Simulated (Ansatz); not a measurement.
[MoO(H2O)Cl4]- (MoCl₄O₂H₂⁻). Charge -1, multiplicity 2. Geometry r2SCAN-D4/def2-SVPD.

```
atom    x (Å)    y (Å)    z (Å)
 Mo1  -0.4840   0.0015   0.7461
  O2  -1.4784   0.4473   1.9992
  O3   0.9761  -0.4027  -1.2519
  H4   1.5197   0.3887  -1.0995
  H5   0.3019  -0.1107  -1.8885
 Cl6  -1.7499   0.8927  -1.1313
 Cl7   1.3138  -1.0623   1.8668
 Cl8  -1.3178  -2.1392   0.1614
 Cl9   0.9186   1.9846   0.5977
```

In the def2 sets Mo takes a core potential; there is no spin–orbit coupling. No other spin state of charge -1 was run.

(1) Estimate the α-spin orbital energies around the gap (eV) in Ansatz with PBE-D4/def2-SVPD, PBE-D4/def2-TZVPD, PBE0-D4/def2-SVPD, PBE0-D4/def2-TZVPD, r2SCAN0-D4/def2-TZVPD.

## Answers

(1) 
```csv
orbital,PBE-D4/def2-SVPD,PBE-D4/def2-TZVPD,PBE0-D4/def2-SVPD,PBE0-D4/def2-TZVPD,r2SCAN0-D4/def2-TZVPD
HOMO−13,-5.99,-5.88,-7.67,-7.56,-7.84
HOMO−12,-5.78,-5.64,-7.27,-7.12,-7.37
HOMO−11,-5.27,-5.18,-7.11,-7.00,-7.34
HOMO−10,-4.95,-4.84,-6.59,-6.47,-6.74
HOMO−9,-4.71,-4.58,-6.11,-5.98,-6.21
HOMO−8,-4.61,-4.49,-6.03,-5.90,-6.14
HOMO−7,-3.84,-3.76,-5.28,-5.19,-5.44
HOMO−6,-3.64,-3.55,-5.01,-4.92,-5.15
HOMO−5,-3.53,-3.45,-4.91,-4.82,-5.05
HOMO−4,-3.48,-3.40,-4.84,-4.75,-4.99
HOMO−3,-3.37,-3.30,-4.75,-4.67,-4.90
HOMO−2,-3.37,-3.30,-4.75,-4.67,-4.89
HOMO−1,-2.82,-2.76,-4.20,-4.13,-4.35
HOMO,-1.41,-1.30,-3.22,-3.09,-3.44
LUMO,0.25,0.38,0.94,1.10,1.06
LUMO+1,0.27,0.41,0.97,1.13,1.09
LUMO+2,1.36,1.47,2.02,2.15,2.20
LUMO+3,2.50,2.37,3.08,2.90,3.23
LUMO+4,2.59,2.62,3.28,3.30,3.40
LUMO+5,3.52,3.18,4.01,3.59,3.93
β HOMO,-2.72,-2.66,-4.03,-3.97,-4.18
β LUMO,-0.25,-0.13,0.58,0.74,0.92
```
